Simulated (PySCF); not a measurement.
Vertical excitations of a molecule C3H7BFN from PySCF 2.14.0 with TDA-PBE/def2-SVPD, as energy in eV (oscillator strength): 5.44 (0.281), 5.92 (0.001), 6.24 (0.000), 6.82 (0.009), 6.85 (0.000), 6.90 (0.013), 7.07 (0.477), 7.39 (0.018), 7.44 (0.010), 7.51 (0.001). Lowest triplet (TDA): 3.92 eV. Geometry optimised at ωB97X-D3(BJ)/def2-SVP. Other conformers were not sampled.

**Question.** Which structure fits?
(A) NB1CC(F)C1
(B) C=C(C)B(N)F
(C) C/C=N/B(C)F
(D) C=CB(F)NC

**Answer.** D, C=CB(F)NC
